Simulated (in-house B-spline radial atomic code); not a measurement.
## Cu³⁺: [Ar] (3d3/2)3 (3d5/2)4 (5f5/2)1 (an excited or competing configuration)

Method: Dirac-Hartree-Fock, average of the jj configuration, Fermi nucleus of rms radius 3.8823 fm. Calculated with a radial B-spline atomic code at the basis-set limit.

Screening seen three ways: the hydrogenic charge with the same mean radius, Z_r = [3n² - l(l+1)]/(2<r>), the one with the same energy, Z_e = n√(-2ε), and Slater's rules. Values are occupation-weighted means over j.

```json
{"shell": "1s", "electrons": "2", "ε (eV)": "-9120.4", "<r> (bohr)": "0.05211", "Z_r": "28.79", "Z_e": "25.89", "Slater": "28.70"}
{"shell": "2s", "electrons": "2", "ε (eV)": "-1204", "<r> (bohr)": "0.2339", "Z_r": "25.66", "Z_e": "18.81", "Slater": "24.85"}
{"shell": "2p", "electrons": "6", "ε (eV)": "-1044.3", "<r> (bohr)": "0.2061", "Z_r": "24.26", "Z_e": "17.52", "Slater": "24.85"}
{"shell": "3s", "electrons": "2", "ε (eV)": "-206.45", "<r> (bohr)": "0.6981", "Z_r": "19.34", "Z_e": "11.69", "Slater": "17.75"}
{"shell": "3p", "electrons": "6", "ε (eV)": "-156.38", "<r> (bohr)": "0.7261", "Z_r": "17.21", "Z_e": "10.17", "Slater": "17.75"}
{"shell": "3d", "electrons": "7", "ε (eV)": "-79.294", "<r> (bohr)": "0.7989", "Z_r": "13.14", "Z_e": "7.24", "Slater": "8.90"}
{"shell": "5f", "electrons": "1", "ε (eV)": "-8.7859", "<r> (bohr)": "7.757", "Z_r": "4.06", "Z_e": "4.02", "Slater": "4.00"}
```

The least bound orbital is 5f5/2 at -8.786 eV, and it is also the most diffuse (<r> = 7.757 bohr).

For the 1s electron the small component carries 1.09 % of the norm, the zero-frequency Breit interaction raises the level by 11.84 eV, self-energy by 5.992 eV, and vacuum polarisation lowers it by 0.5442 eV.
